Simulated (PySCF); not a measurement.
Computed Raman spectrum (relative Raman activity) of a molecule C2H4FNOSi. Geometry optimised at B3LYP-D3(BJ)/def2-SVP. One conformer was computed; it need not be the lowest. Computed with B3LYP-D3(BJ)/def2-SVP (PySCF). Frequencies are harmonic and unscaled.

Lines under 2 % of the strongest are left out, and lines within 2 cm⁻¹ are merged.

| ν (cm⁻¹) | relative intensity |
|---|---|
| 561 | 6.0 |
| 583 | 2.4 |
| 684 | 5.3 |
| 735 | 5.1 |
| 804 | 7.7 |
| 918 | 9.8 |
| 956 | 12 |
| 1066 | 3.6 |
| 1240 | 5.5 |
| 1451 | 8.2 |
| 1529 | 24 |
| 2234 | 100 |
| 2254 | 85 |
| 3012 | 92 |
| 3069 | 60 |

Question: Pick the molecule that these values belong to.
(A) F[SiH2][C@H]1N=CO1
(B) O[Si@@]1(F)C=NC1
(C) O[Si@@H]1C=N[C@@H]1F
(D) O=C=N[SiH2]CF

Answer: D, O=C=N[SiH2]CF
